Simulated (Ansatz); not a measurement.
Relaxation of Cl2FH5N2Ti (11 atoms, charge 0, multiplicity 1), to a largest force component of 0.03 eV/Å in at most 50 steps.

All numbers below come from RKS BLYP-D4/def2-SVP in Ansatz 0.2.0.

```xyz
11
Properties=species:S:1:pos:R:3
Ti -0.005 0.172 -0.010
Cl -0.324 0.281 2.314
Cl 2.080 0.432 -0.743
N -0.985 1.569 -0.750
H -1.907 1.859 -0.401
H -0.647 2.215 -1.473
N -0.818 -1.364 -0.685
H -0.417 -2.265 -0.392
H -1.596 -1.479 -1.341
F 1.154 -2.367 1.162
H 0.811 -1.986 1.944
```

Q: Where does it end, and by what steps?

A: The forces met the threshold. After 10 steps the energy has fallen by 0.154 eV; H11 moved furthest, 0.47 Å. Joined: Ti1–F10 (3.03 → 2.46 Å).

| step | energy less start (eV) | largest force component (eV/Å) | accepted |
| --- | --- | --- | --- |
| 0 | 0.0000 | 0.692 | yes |
| 1 | -0.0961 | 0.165 | yes |
| 2 | -0.1012 | 0.386 | yes |
| 3 | -0.1190 | 0.307 | yes |
| 4 | -0.1288 | 0.572 | yes |
| 5 | -0.1439 | 0.468 | yes |
| 6 | -0.1505 | 0.130 | yes |
| 7 | -0.1524 | 0.064 | yes |
| 8 | -0.1533 | 0.163 | yes |
| 9 | -0.1543 | 0.038 | yes |
| 10 | -0.1545 | 0.010 | yes |

```xyz
11
Properties=species:S:1:pos:R:3
Ti 0.073 -0.014 0.032
Cl -0.343 0.166 2.329
Cl 2.091 0.372 -0.845
N -0.897 1.435 -0.623
H -1.826 1.707 -0.278
H -0.554 2.111 -1.316
N -0.851 -1.438 -0.755
H -0.546 -2.402 -0.572
H -1.617 -1.403 -1.433
F 1.104 -1.944 1.151
H 0.712 -1.526 1.934
```

Whether the end is a true minimum wasn't checked by a vibrational analysis.

Time of the run: 27 s on 4 threads of Arm Neoverse V1, on a shared host, peak memory 0.22 GiB.
